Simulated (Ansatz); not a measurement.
Two isomers of C3H9BSi: A = `BC[SiH]1CC1`, B = `CC1([SiH3])BC1`.

Gas-phase electronic energies from Ansatz, PBE0-D4/def2-TZVP geometries. CBS: MP2 limit from def2 TZ/QZ plus the TZ coupled-cluster correction, frozen cores. DFT in def2-TZVPP. B3LYP here is the variant with VWN-RPA as its local correlation; programs differ in this. One conformer a species, not always the lowest.

(1) Which is lower in electronic energy at CCSD(T)/CBS, and by how much? (Estimate.)

(2) Give E(B) − E(A) in kcal/mol with B3LYP-D4, PBE-D4, CCSD/def2-TZVPP, B3LYP, B2PLYP, r2SCAN-D4, ωB97M-V. (An estimate is asked.)

Largest T1 diagnostic: 0.012.

## Answers

(1) The calculation gave: A, by 10.3 kcal/mol.

(2) Ansatz gave: B3LYP-D4 9.5, PBE-D4 12.6, CCSD/def2-TZVPP 9.1, B3LYP 9.7, B2PLYP 9.9, r2SCAN-D4 12.1, ωB97M-V 10.5. None reverses the order clearly.

In def2-TZVPP, CCSD(T) changes the Hartree–Fock value by +6.5 kcal/mol (the triples alone add +1.2 kcal/mol) and MP2 by +6.8 kcal/mol. From PBE to PBE0 (25 % exact exchange), in def2-TZVPP and without D4, E(B) − E(A) moves by −1.3 kcal/mol.
